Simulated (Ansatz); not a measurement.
Start from `C=C[SiH2]BC` and change one atom or group to get `C=C[SiH2][GeH3]`.

Ansatz, PBE0-D4/def2-TZVP geometries, multiplicity 1. Each molecule was computed in one conformer, which needn't be the lowest.

Scalar relativity is left out up to krypton.

```
                                          property  `C=C[SiH2]BC`
              HOMO–LUMO gap (PBE0/def2-TZVPP) / eV           5.66
             HOMO–LUMO gap (B3LYP/def2-TZVPP) / eV           5.28
               HOMO energy (B3LYP/def2-TZVPP) / eV          -7.17
size of the dipole moment (ωB97M-V/def2-TZVPP) / D           1.30
                LUMO energy (PBE0/def2-TZVPP) / eV          -1.70
           HOMO–LUMO gap (ωB97M-V/def2-TZVPP) / eV           9.76
```

Q: Give the same properties after the change, and the shifts. (Best estimate.)

A: The calculation gave: 
```csv
property,`C=C[SiH2][GeH3]`,shift
HOMO–LUMO gap (PBE0/def2-TZVPP) / eV,6.94,1.28
HOMO–LUMO gap (B3LYP/def2-TZVPP) / eV,6.52,1.24
HOMO energy (B3LYP/def2-TZVPP) / eV,-7.40,-0.23
size of the dipole moment (ωB97M-V/def2-TZVPP) / D,0.94,-0.36
LUMO energy (PBE0/def2-TZVPP) / eV,-0.66,1.04
HOMO–LUMO gap (ωB97M-V/def2-TZVPP) / eV,11.02,1.26
```

With PBE0 the HOMO falls by 0.24 eV and the LUMO rises by 1.04 eV, so the gap widens by about 1.28 eV. PBE moves the HOMO by -0.32 eV and ωB97M-V by -0.16 eV. Dipoles are sizes alone; their direction can turn.

Positive LUMOs are unbound, so they and the gaps depend on the basis.

B3LYP here is the variant with VWN-RPA as its local correlation; programs differ in this.
